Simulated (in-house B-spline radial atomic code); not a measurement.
Orbital energies and mean radii along the 7-electron series, configuration [He] 2s2 2p3. The effective charge is n√(-2ε), a non-relativistic measure. Computed with a radial B-spline atomic code at the basis-set limit: Dirac-Hartree-Fock, average of the configuration, finite nuclei.

```tsv
ion	Z	energy of 2p1/2 (Eh)	mean radius of 2p1/2 (bohr)	energy of 2p3/2 (Eh)	mean radius of 2p3/2 (bohr)	energy of 1s1/2 (Eh)	mean radius of 1s1/2 (bohr)	energy of 2s1/2 (Eh)	mean radius of 2s1/2 (bohr)	effective charge of 2p1/2
Te45+	52	-294.91	0.096163	-283.82	0.10114	-1313.09	0.027712	-301.77	0.11474	48.572
I46+	53	-308.04	0.093982	-295.99	0.099062	-1367.89	0.027127	-315.09	0.11222	49.642
Xe47+	54	?	?	?	?	?	?	?	?	?
Cs48+	55	-335.29	0.089858	-321.11	0.095139	-1481.3	0.026018	-342.71	0.10746	51.791
Ba49+	56	-349.41	0.087905	-334.06	0.093287	-1539.92	0.025491	-357.02	0.1052	52.87
La50+	57	-363.87	0.086019	-347.28	0.091504	-1599.84	0.024982	-371.68	0.10302	53.953
Ce51+	58	?	?	?	?	?	?	?	?	?
Pr52+	59	-393.81	0.082435	-374.49	0.088125	-1723.64	0.024012	-402.02	0.098876	56.129
Nd53+	60	-409.31	0.080729	-388.5	0.086523	-1787.55	0.02355	-417.72	0.096905	57.223
Pm54+	61	-425.16	0.079078	-402.77	0.084976	-1852.81	0.023102	-433.78	0.094995	58.321
Sm55+	62	-441.37	0.077478	-417.3	0.08348	-1919.43	0.022667	-450.2	0.093145	59.422
Eu56+	63	?	?	?	?	?	?	?	?	?
Gd57+	64	-474.89	0.07442	-447.17	0.080634	-2056.87	0.021836	-484.16	0.089611	61.637
```

(1) Fill in the row of Xe47+.

(2) Fill in the row of Ce51+.

(3) Fill in the row of Eu56+.

(4) How does the screening of 2p1/2 change?

## Answers

(1) energy of 2p1/2 (Eh): -321.5; mean radius of 2p1/2 (bohr): 0.091882; energy of 2p3/2 (Eh): -308.42; mean radius of 2p3/2 (bohr): 0.097062; energy of 1s1/2 (Eh): -1423.96; mean radius of 1s1/2 (bohr): 0.026563; energy of 2s1/2 (Eh): -328.73; mean radius of 2s1/2 (bohr): 0.1098; effective charge of 2p1/2: 50.715.

(2) energy of 2p1/2 (Eh): -378.67; mean radius of 2p1/2 (bohr): 0.084197; energy of 2p3/2 (Eh): -360.75; mean radius of 2p3/2 (bohr): 0.089784; energy of 1s1/2 (Eh): -1661.08; mean radius of 1s1/2 (bohr): 0.024489; energy of 2s1/2 (Eh): -386.67; mean radius of 2s1/2 (bohr): 0.10091; effective charge of 2p1/2: 55.039.

(3) energy of 2p1/2 (Eh): -457.95; mean radius of 2p1/2 (bohr): 0.075926; energy of 2p3/2 (Eh): -432.1; mean radius of 2p3/2 (bohr): 0.082034; energy of 1s1/2 (Eh): -1987.45; mean radius of 1s1/2 (bohr): 0.022246; energy of 2s1/2 (Eh): -466.99; mean radius of 2s1/2 (bohr): 0.091351; effective charge of 2p1/2: 60.528.

(4) Z less the effective charge goes from 3.43 at Z = 52 to 2.36 at Z = 64.
